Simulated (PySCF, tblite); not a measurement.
Isomers of C7H7NSi, one GFN2-xTB conformer each. Single-point energies are computed at PBE0/pcSseg-1 (PySCF, gas phase, no added dispersion term), electronic only.

```json
{"SMILES": "C[C@H]1[SiH2]C=C1C#CC#N", "GFN2-xTB relative energy (kJ/mol)": "0.0"}
{"SMILES": "C#CC[Si@@H]1C=C(C#N)C1", "GFN2-xTB relative energy (kJ/mol)": "58.8"}
```

Conformers: `[CH:1]#[C:2][CH2:3][Si@@H:4]1[CH:5]=[C:6]([C:7]#[N:8])[CH2:9]1` with C2–C3–Si4–C5 168°.

Question: What does PBE0/pcSseg-1 give for the same structures?

Answer: 
```tsv
SMILES	PBE0/pcSseg-1 E (Eh)	PBE0/pcSseg-1 (kJ/mol)	GFN2-xTB (kJ/mol)	point group
C#CC[Si@@H]1C=C(C#N)C1	-614.51821	0.0	58.8	C1
C[C@H]1[SiH2]C=C1C#CC#N	-614.51421	10.5	0.0	C1
```

GFN2-xTB puts C[C@H]1[SiH2]C=C1C#CC#N lowest instead. 

Question: Which frontier levels, dipoles and rotational constants go with these structures?

Answer: 
| SMILES | HOMO (eV, PBE0/pcSseg-1) | LUMO (eV) | dipole (D) | A, B, C (MHz) |
| --- | --- | --- | --- | --- |
| C#CC[Si@@H]1C=C(C#N)C1 | -7.78 | -1.81 | 4.02 | 4731, 604.7, 579.1 |
| C[C@H]1[SiH2]C=C1C#CC#N | -7.68 | -2.43 | 5.31 | 4048, 592.2, 530.8 |

Question: What happens when harmonic zero-point energies from GFN2-xTB frequencies are added?

Answer: 
| SMILES | ZPE (kJ/mol) | electronic (kJ/mol) | with ZPE (kJ/mol) |
| --- | --- | --- | --- |
| C#CC[Si@@H]1C=C(C#N)C1 | 290.9 | 0.0 | 0.0 |
| C[C@H]1[SiH2]C=C1C#CC#N | 288.7 | 10.5 | 8.2 |

The zero-point energies span 2.2 kJ/mol. The order is unchanged.

Question: As an exercise, what shares would exp(−E/RT) give at 500 K from these electronic energies alone (no entropy, no degeneracies)?

Answer: RT = 4.157 kJ/mol: C#CC[Si@@H]1C=C(C#N)C1 92.6 %, C[C@H]1[SiH2]C=C1C#CC#N 7.4 %.
